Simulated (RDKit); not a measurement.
Job for RDKit: MMFF94 on C2H8OS (a complex), monomers drawn apart or pushed together.

```python
from rdkit import Chem
from rdkit.Chem import AllChem, rdDetermineBonds

blocks = [
'''6

C    -0.28957576   -0.54513013    0.09042057
O    -0.19981900    0.76840916    0.63523847
H    -1.26774162   -0.73014181   -0.36514962
H    -0.15096621   -1.23493985    0.92131817
H     0.49238356   -0.73348848   -0.65194804
H    -0.27796781    1.41031733   -0.07700710
''',
'''6

C    -1.16477393   -0.05100739    4.83674876
S     0.61708328   -0.41031845    4.70048033
H    -1.68170380   -0.30306757    3.91376053
H    -1.54867685   -0.67185650    5.64447865
H    -1.33575450    0.99516709    5.08139650
H     0.82970710    0.34540673    3.60977948
''',
]
mol = None
for b in blocks:
    f = Chem.MolFromXYZBlock(b)
    rdDetermineBonds.DetermineBonds(f, charge=0)
    mol = f if mol is None else Chem.CombineMols(mol, f)
Chem.SanitizeMol(mol)
print(Chem.MolToSmiles(Chem.RemoveHs(mol)))
ff = AllChem.MMFFGetMoleculeForceField(mol, AllChem.MMFFGetMoleculeProperties(mol), nonBondedThresh=100.0, ignoreInterfragInteractions=False)
e = ff.CalcEnergy()
print(f'MMFF94 energy {e:.6f} kcal/mol')
```

Program output:

```
CO.CS
MMFF94 energy 0.528300 kcal/mol
```

The run finished.

Cost: roughly 0.010 core-seconds.
